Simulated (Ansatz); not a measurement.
Born–Oppenheimer molecular dynamics of FGeH3O (6 atoms, charge 0, multiplicity 1). It goes on from the last frame of an earlier run, with new velocities.

Method: Ansatz 0.2.0, RKS PBE-D4/def2-SVP.

| Quantity | Value |
| --- | --- |
| ensemble | NVE (velocity Verlet) |
| time step | 0.5 fs |
| steps asked | 100 |
| starting velocities drawn for | 500 K |
| seed | 525107 |

First frame:

```xyz
6
Properties=species:S:1:pos:R:3
Ge 0.085 -0.060 0.086
H 0.165 -0.013 1.644
H 1.416 0.190 -0.553
F -0.912 1.272 -0.544
O -0.649 -1.553 -0.470
H -1.484 -1.701 0.013
```

(1) How far do the bonds stretch over the last three quarters of this one trajectory? (Pairs bonded in most of those frames.)

## Answers

(1) 
| bond | mean (Å) | spread (Å) | shortest | longest |
| --- | --- | --- | --- | --- |
| Ge1–H2 | 1.558 | 0.024 | 1.52 | 1.60 |
| Ge1–H3 | 1.544 | 0.036 | 1.49 | 1.61 |
| Ge1–F4 | 1.755 | 0.044 | 1.70 | 1.84 |
| Ge1–O5 | 1.792 | 0.025 | 1.75 | 1.82 |
| O5–H6 | 0.976 | 0.006 | 0.97 | 0.99 |

Mean temperature of the second half: 329 K. The conserved energy stayed within 0.041 meV per atom of its start (net change 0.0073 meV per atom), so the integration is sound. A run of 0.05 ps of so small a system gives no equilibrium averages.

The run took 2 min on 1 thread of Arm Neoverse V2 (shared host), peak memory 0.12 GiB.
